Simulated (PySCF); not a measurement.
Compound: C4H6FO2 (charge -1).
SMILES with atom numbers: `[CH3:1][CH2:2][C@@H:3]([F:4])[C:5](=[O:6])[O-:7]` (hydrogens: H8, H9, H10 on C1; H11, H12 on C2; H13 on C3)
Bond orders are those of one Lewis drawing.

Method: PySCF 2.14.0, PBE0-D3(BJ)/def2-SVP geometry optimisation, gas phase; density fitting, grid level 1; the optimiser is geomeTRIC in internal coordinates, started from a GFN2-xTB structure with every atom displaced at random (about 0.01 Å).

Step 6: E = -11038.1537 eV
```
atom  x, y, z in Å  |  force x, y, z in eV/Å
C1     -1.7694   -0.2603    0.1425    0.088   0.011   0.021
C2     -0.4484    0.4538   -0.1078   -0.089   0.004  -0.014
C3      0.7716   -0.3992    0.1690    0.094  -0.121  -0.087
F4      0.6326   -1.5885   -0.5542   -0.031   0.066   0.018
C5      2.0737    0.3748   -0.2104    0.066   0.026   0.076
O6      2.4301    0.2945   -1.3957   -0.060  -0.047  -0.019
O7      2.5461    1.0277    0.7409   -0.040   0.049   0.036
H8     -2.6406    0.3619   -0.1212   -0.007   0.012  -0.008
H9     -1.8705   -0.5522    1.2020   -0.012   0.008   0.004
H10    -1.8075   -1.1830   -0.4555   -0.031  -0.008  -0.005
H11    -0.3785    0.7702   -1.1634   -0.001   0.003   0.011
H12    -0.3550    1.3620    0.5096    0.014   0.008  -0.015
H13     0.8175   -0.6749    1.2394    0.008  -0.011  -0.019
```

Step 7: E = -11038.1645 eV
```
atom  x, y, z in Å  |  force x, y, z in eV/Å
C1     -1.7668   -0.2550    0.1471   -0.036  -0.003   0.002
C2     -0.4384    0.4383   -0.1035    0.051  -0.034   0.090
C3      0.7864   -0.4259    0.1507   -0.207   0.052  -0.008
F4      0.6352   -1.6067   -0.5767    0.054   0.055  -0.031
C5      2.0623    0.3853   -0.2152    0.097  -0.138  -0.026
O6      2.4999    0.2300   -1.3657    0.027   0.045   0.069
O7      2.4244    1.1354    0.7137   -0.002   0.090  -0.072
H8     -2.6195    0.3972   -0.1068   -0.024  -0.016   0.009
H9     -1.8744   -0.5492    1.2056    0.012  -0.001  -0.005
H10    -1.8471   -1.1720   -0.4575    0.031   0.014   0.000
H11    -0.3749    0.7840   -1.1505   -0.013  -0.034   0.000
H12    -0.3293    1.3292    0.5348    0.033   0.022  -0.028
H13     0.8441   -0.7039    1.2194   -0.022  -0.050   0.001
```

Step 8: E = -11037.9237 eV
```
atom  x, y, z in Å  |  force x, y, z in eV/Å
C1     -1.7545   -0.2334    0.1675   -0.381  -0.080  -0.016
C2     -0.4025    0.4022   -0.0562   -0.073  -0.431   0.219
C3      0.8274   -0.5168    0.0650   -1.210   0.843   0.384
F4      0.6059   -1.6641   -0.6709    0.440  -0.155  -0.246
C5      2.0257    0.3944   -0.2626   -0.163  -0.112  -0.515
O6      2.9086   -0.0187   -1.0268    0.080   0.184   0.202
O7      1.8328    1.4954    0.3016    1.340   0.224   0.012
H8     -2.5437    0.5187   -0.0138   -0.074  -0.094   0.052
H9     -1.8777   -0.5857    1.2073    0.039  -0.048  -0.018
H10    -1.9645   -1.0903   -0.4963    0.151   0.021  -0.006
H11    -0.3734    0.9048   -1.0404    0.009  -0.106   0.051
H12    -0.2242    1.1823    0.6949   -0.070   0.051  -0.227
H13     0.9419   -0.8022    1.1259   -0.090  -0.298   0.109
```

Step 9: E = -11038.1473 eV
```
atom  x, y, z in Å  |  force x, y, z in eV/Å
C1     -1.7614   -0.2444    0.1588   -0.206  -0.021  -0.016
C2     -0.4214    0.4198   -0.0811    0.132  -0.134   0.183
C3      0.8065   -0.4731    0.1067   -0.614   0.438   0.147
F4      0.6220   -1.6339   -0.6308    0.223  -0.026  -0.134
C5      2.0461    0.3903   -0.2371   -0.009  -0.122  -0.224
O6      2.7148    0.0722   -1.2311    0.076   0.088   0.174
O7      2.1254    1.3564    0.5521    0.343   0.012  -0.074
H8     -2.5853    0.4581   -0.0590   -0.040  -0.055   0.031
H9     -1.8743   -0.5670    1.2088    0.033  -0.021  -0.014
H10    -1.9075   -1.1344   -0.4757    0.099   0.025  -0.001
H11    -0.3776    0.8423   -1.1010   -0.028  -0.071  -0.016
H12    -0.2748    1.2596    0.6133    0.044   0.039  -0.100
H13     0.8891   -0.7592    1.1710   -0.054  -0.151   0.044
```

Task: Estimate the geometry and energy of step 10. (The exact step hangs on the optimiser's Hessian estimate; all steps are aligned on step 9, rigid shifts and turns removed.)

Result: E = -11038.1797 eV, largest force 0.326 eV/Å
```
atom  x, y, z in Å  |  force x, y, z in eV/Å
C1     -1.7673   -0.2535    0.1560   -0.103   0.003   0.002
C2     -0.4388    0.4373   -0.0923    0.140  -0.049   0.119
C3      0.7894   -0.4374    0.1258   -0.252   0.203   0.036
F4      0.6278   -1.6014   -0.6181    0.088  -0.012  -0.075
C5      2.0653    0.3850   -0.2230    0.052  -0.088  -0.089
O6      2.6279    0.1181   -1.2948    0.026   0.020   0.089
O7      2.3011    1.2572    0.6388    0.015   0.010  -0.041
H8     -2.6168    0.4118   -0.0771   -0.016  -0.026   0.015
H9     -1.8698   -0.5642    1.2103    0.019  -0.011  -0.009
H10    -1.8681   -1.1587   -0.4640    0.056   0.019  -0.001
H11    -0.3908    0.8196   -1.1273   -0.026  -0.047  -0.023
H12    -0.3118    1.3058    0.5710    0.031   0.039  -0.034
H13     0.8535   -0.7329    1.1899   -0.029  -0.062   0.011
```

The energy changes by -0.0324 eV. The first-order estimate −F·Δx gives -0.0708 eV and the mean of the old and new forces, exact on a quadratic surface, -0.0382 eV. The step makes an angle of 76° with the force vector and moves no atom by more than 0.220 Å.

What follows is the cost of the whole optimisation. The run took 96 s on an Arm Neoverse V1 with one thread, no GPU (shared host), and the process peaked at 0.54 GiB of memory.
